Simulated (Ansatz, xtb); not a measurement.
Two isomers of CH6F3GeNSi

We compare X, `N[SiH]([GeH3])C(F)(F)F`, a singlet, with Y, `[NH2][GeH2][SiH2]C(F)(F)F`, a singlet. Both are isolated molecules in the gas phase, relaxed with r2SCAN-D4/def2-SVP; the shapes shown needn't be the lowest conformers.

X (Å):

```yaml
atoms:
  - { symbol: C, position_ang: [0.8809, 0.4985, 1.4675] }
  - { symbol: F, position_ang: [2.0885, -0.0375, 1.1768] }
  - { symbol: F, position_ang: [0.6506, 0.2678, 2.7804] }
  - { symbol: F, position_ang: [1.0050, 1.8424, 1.3247] }
  - { symbol: Ge, position_ang: [0.0493, 0.5131, -1.8707] }
  - { symbol: N, position_ang: [-2.0938, 0.3460, 0.7240] }
  - { symbol: Si, position_ang: [-0.5138, -0.2084, 0.3190] }
  - { symbol: H, position_ang: [-2.3776, 1.2959, 0.5053] }
  - { symbol: H, position_ang: [-2.5636, 0.0072, 1.5585] }
  - { symbol: H, position_ang: [-0.4489, -1.6831, 0.5257] }
  - { symbol: H, position_ang: [1.5543, 0.3661, -2.1282] }
  - { symbol: H, position_ang: [-0.7201, -0.2879, -2.9308] }
  - { symbol: H, position_ang: [-0.3295, 1.9955, -2.0217] }
```

Y (Å):

```csv
atom,x (Å),y (Å),z (Å)
C,-0.5012,-1.4004,2.9569
F,-0.3661,-0.2038,3.5885
F,-0.7255,-2.3213,3.9110
F,0.7094,-1.6819,2.4135
Ge,-1.1605,0.5876,0.2942
N,0.5963,1.0177,0.6682
Si,-1.8745,-1.3073,1.5909
H,1.2330,0.2482,0.4579
H,0.7253,1.2324,1.6582
H,-1.2527,0.2984,-1.2113
H,-2.0091,1.8154,0.6559
H,-1.8373,-2.6216,0.8842
H,-3.1739,-1.1545,2.3100
```

**Question.** Estimate which is lower in electronic energy at CCSD(T)/def2-SVP + ΔMP2/def2-TZVPP, and by roughly how much.

**Answer.** The CCSD(T)/def2-SVP + ΔMP2/def2-TZVPP calculation puts structure X lower, by 13.5 kcal/mol.

The same difference at several levels:

```tsv
level	geometry	E(Y) − E(X) (kcal/mol)	departure from the last row (kcal/mol)	job, with rough time for the two
r2SCAN-D4/def2-SVP	r2SCAN-D4/def2-SVP	+12.7	−0.8	optimisation, 5.1 min
HF/def2-SVP	r2SCAN-D4/def2-SVP	+14.5	+1.0	part of the CCSD(T) run
MP2/def2-SVP	r2SCAN-D4/def2-SVP	+12.6	−0.9	part of the CCSD(T) run
CCSD(T)/def2-SVP	r2SCAN-D4/def2-SVP	+12.0	−1.5	single point
CCSD(T)/def2-SVP + ΔMP2/def2-TZVPP	r2SCAN-D4/def2-SVP	+13.5		single point, 4.3 min
```

As drawn, Y has 1 Ge–N, 1 Si–H in place of 1 N–Si, 1 Ge–H.

The levels shown agree on the order. The largest departure from CCSD(T)/def2-SVP + ΔMP2/def2-TZVPP is that of CCSD(T)/def2-SVP, 1.5 kcal/mol. No reliable frequencies are at hand for X, so it isn't confirmed as a minimum. Levels run at GFN2-xTB geometries aren't shown. The last row adds to CCSD(T) the change of the MP2 difference between the two basis sets, here +1.5 kcal/mol.

The correlated steps freeze 19 core orbitals; the filled d shell of Ge is correlated, in a basis made for valence electrons. Codes used: Ansatz 0.2.0, xtb 6.7.1; the last row on 2 threads of Arm Neoverse V1 on a shared host.
